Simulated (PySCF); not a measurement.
Input file for PySCF: R-BP86/LANL2DZ on BiBrH2 (SMILES [Br][BiH2]), a point of a bond scan (R = 1.801 Å).

```python
from pyscf import gto, scf, dft, mp
from pyscf.data.elements import chemcore

mol = gto.M(
    atom='''
    Bi   -0.43377418   -0.48629616    0.40451161
    H    -1.89863016   -0.15661434   -0.59034886
    H    -0.03488637   -1.88034559   -0.66401785
    Br    1.08390780    1.21141547   -0.92343133
    ''',
    basis='lanl2dz',
    ecp={'Bi': 'lanl2dz', 'Br': 'lanl2dz'},
    charge=0, spin=0, verbose=3, max_memory=1800)
mf = dft.RKS(mol, xc='b88,p86')
mf.conv_tol = 1e-8
mf.max_cycle = 100
mf.kernel()
if not mf.converged:
    mf = mf.newton().run(mf.mo_coeff, mf.mo_occ)
```

### Question
Give the final energy of this run.

### Answer
-19.8837 hartree.
